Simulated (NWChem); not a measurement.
Correlation energy of vinylene carbonate (C₃H₂O₃)

SMILES: O=c1occo1
```xyz
8

O      0.0000     0.0000    -1.9753
C      0.0000     0.0000    -0.7885
O     -1.1038     0.0000     0.0229
C     -0.6685     0.0000     1.3282
C      0.6685     0.0000     1.3282
O      1.1038     0.0000     0.0229
H     -1.4173     0.0000     2.1143
H      1.4173     0.0000     2.1143
```
Charge 0, spin multiplicity 1.

All runs are NWChem calculations. The geometry was optimised at B3LYP/def2-SVP, a minimum by its harmonic frequencies.

Basis set: 3-21G. Each correlation energy counts from its own Hartree-Fock reference.

The correlated methods keep 6 core orbitals frozen. No row is a measurement; the coupled-cluster row has its own basis-set and correlation limits.

Q: Order these methods by the correlation energy they give, lowest first: MP2, CCSD+T(CCSD), CCSD, CR-CCSD(T).

A: CCSD+T(CCSD) (-658.4 mHa), CR-CCSD(T) (-648.8 mHa), CCSD (-631.7 mHa), MP2 (-618.9 mHa)
